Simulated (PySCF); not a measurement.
Compound: C7H12O3.
SMILES: `CC(C)O[C@H]1CC(=O)CO1`

The closed-shell ground state was solved at several levels (PySCF, density fitting, gas phase, non-relativistic). The structure is a single PBE0-D3(BJ)/def2-SVP conformer in the gas phase; no vibrational or solvent corrections.

```json
{"level": "CAM-B3LYP/def2-SVPD", "basis functions": "305", "HOMO (eV)": "-8.80", "LUMO (eV)": "0.34", "gap (eV)": "9.14", "dipole (D)": "3.08"}
{"level": "PBE0/pcSseg-1", "basis functions": "230", "HOMO (eV)": "-7.26", "LUMO (eV)": "-0.70", "gap (eV)": "6.56", "dipole (D)": "2.77"}
```

What might mPW1PW91/pcSseg-1 (230 basis functions) give for the same quantities?

HOMO -7.30 eV, LUMO -0.73 eV, gap 6.57 eV, dipole 2.79 D.

How far do the dipole and the HOMO energy spread over the levels?

The dipole runs from 2.77 to 3.08 D (mean 2.88 D) and the HOMO from -8.80 to -7.26 eV.
